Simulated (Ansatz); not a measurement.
`C#C[O][SbH2]` + H₂ → stibine + `C#CO` at 500 K and 1 bar (hydrogenolysis of the Sb–O bond).

Program: Ansatz. Geometries: PBE0-D4/def2-TZVP. ΔE: electronic, gas phase. CCSD(T)/CBS is the MP2 limit (def2-TZVPP, def2-QZVPP) plus CCSD(T) − MP2 in def2-TZVPP, frozen cores. This one scheme is used for every species. def2 core potentials past Kr. For Sb outer-core shells are correlated without core-valence functions, which leaves a few kJ/mol of doubt a bond. One conformer a species, not always the lowest.

```tsv
species	CCSD(T)/CBS energy (Eh)	H − E (kJ/mol)	S (J/(mol·K))
`C#C[O][SbH2]`	-392.99526	131.8	373.9
H₂	-1.17544	41.0	145.5
`[SbH3]`	-241.78682	70.2	256.6
`C#CO`	-152.38380	108.9	279.1
```

H − E and S are ideal-gas, rigid-rotor, harmonic terms from PBE0-D4/def2-TZVP, for one conformer and one mirror image of each species. The MP2-based limit puts H₂ 0.8 mEh under its directly extrapolated value; such offsets cancel only in part. 1 Eh = 2625.50 kJ/mol, R = 8.31446 J/(mol·K).

Q: By hand: ΔE, ΔH, ΔS and ΔG.

A: ΔE = (-241.78682) + (-152.38380) − (-392.99526) − (-1.17544) = 0.00008 Eh = 0.2 kJ/mol. Δ(H − E) = 70.2 + 108.9 − 131.8 − 41.0 = 6.3, so ΔH = 6.5 kJ/mol. ΔS = 256.6 + 279.1 − 373.9 − 145.5 = 16.3 J/(mol·K). ΔG = 6.5 − 500 × (16.3)/1000 = -1.7 kJ/mol.

Q: By hand: the equilibrium constant, and the temperature at which ΔG would vanish if ΔH and ΔS stayed fixed.

A: log₁₀ K = −ΔG/(RT ln 10) = 0.2. ΔG = 0 at ΔH/ΔS = 399 K, though so small a ΔH makes that figure unsure.

TΔS isn't small against ΔH here. The sign of ΔG lies within the doubt. A doubt of 5 kJ/mol in ΔE shifts log₁₀ K by 0.5 here. Other conformers and mirror images would add mixing entropy, several J/(mol·K) or more a flexible species. These are equilibria of isolated gas molecules and say nothing of rates. Largest T1 diagnostic: 0.015 (customary marks: 0.02 for closed shells, 0.045 for open ones).
